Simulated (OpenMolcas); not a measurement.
**Ir5+: moving the ligands**

Ir5+ with 6 ligands (fluoride) in octahedral coordination (Oh) at 1.88 Å. A charge of +0.167 e stands 2.8 Å behind each ligand. Ligand basis ANO-RCC-VDZP.

```json
{
 "Program": "OpenMolcas 26.06",
 "Method": "CASSCF",
 "Basis": "ANO-RCC-VTZP [8s7p5d3f1g]",
 "Scalar Hamiltonian": "DKH2, point nucleus",
 "Active space": "4 electrons in 5 orbitals (5d)",
 "State averaging": "2S+1 = 5 even, 5 roots; 2S+1 = 3 even, 45 roots; 2S+1 = 1 even, 50 roots",
 "Spin-orbit coupling": "RASSI with atomic mean-field integrals over the reference wave functions"
}
```

Runs around this geometry, states (labels of O, the rotations of Oh). Energies in cm-1 above the lowest state or level, χT in cm3 K/mol; under a threefold ground state the first gap can be a small split of the lowest multiplet, not the spin-orbit step; 10Dq and B are least-squares fits to the states below 45000 cm-1, weighted by degeneracy, with a free offset, and given where the rms deviation is under 5 % of |10Dq| (or 100 cm-1) and under 700 cm-1.

| R (Å) | Ground state | First state of that spin | 10Dq | B (rms of fit) | First gap with spin-orbit (degeneracies) | χT at 300 K | First state of another spin |
| --- | --- | --- | --- | --- | --- | --- | --- |
| 1.83 | 3T1 | 3E 40465 | 43403 | 707 (234) | 4189 (1, 3) | 0.175 | 1T2 8331 |
| 1.88 | 3T1 | 3E 36048 | 38843 | 640 (281) | 4282 (1, 3) | 0.170 | 1T2 8360 |
| 1.98 | 3T1 | 3E 28863 | 31523 | 627 (377) | 4452 (1, 3) | 0.161 | 1T2 8410 |

Taking |10Dq| as R^-n, n = -ln(31523 / 43403) / ln(1.98 / 1.83) = 4.1 between the shortest and longest distance. The point-charge formula for a cubic d site gives n = 5.

Without dynamic correlation the repulsion within the d shell is too large (B by tens of per cent), so at a given field states of lower spin stand too high. With metal d orbitals alone the field can be off either way by tens of per cent. Ligand-to-metal charge-transfer states are missing. With no ligand orbital active B as a rule stays too high, so bands that hang on it stand too high and its fall with covalency is understated. The least metal-like active orbital is 67 % on the metal (Löwdin) and no ligand orbital is active, so the numbers are rough, and ground spin, moment and any spin crossover can be artefacts of this space; highly charged d ions in such sites are as a rule low spin (holds for R = 1.83; R = 1.88). This shell can be high or low spin here, a state of another spin lies low, and with metal d orbitals alone active their balance is uncertain, so the ground spin may be wrong, although the usual error favours high spin (holds for R = 1.98). The least metal-like active orbital is 66 % on the metal (Löwdin) and no ligand orbital is active, so the numbers are rough, and ground spin, moment and any spin crossover can be artefacts of this space; highly charged d ions in such sites are as a rule low spin (holds for R = 1.98). No measured value stands beside these numbers; the geometry was imposed, not optimised, and the real ion may take another.
